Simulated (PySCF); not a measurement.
## Correlation energy of O⁺ (oxygen, charge +1)

[He] 2s1 2p3 3s1, high-spin 6S determinant (an excited configuration). Calculation: PySCF 2.14, in dyall-av3z; the non-relativistic Hamiltonian (point nucleus). Frozen: 1s2; 5 electrons correlated; the 13 highest virtual orbitals of each spin left out.

```json
{"level": "CCSD", "correlation energy (mhartree)": "-40.20"}
{"level": "(T)", "correlation energy (mhartree)": "-0.24"}
{"level": "CCSD(T)", "correlation energy (mhartree)": "-40.44"}
```

Diagnostics: T1 = 0.0044, D1 = 0.0127, largest double amplitude 0.015.

Problem. Is a single reference adequate?

Solution. Yes: T1 lies below 0.03 and no double amplitude reaches 0.07.
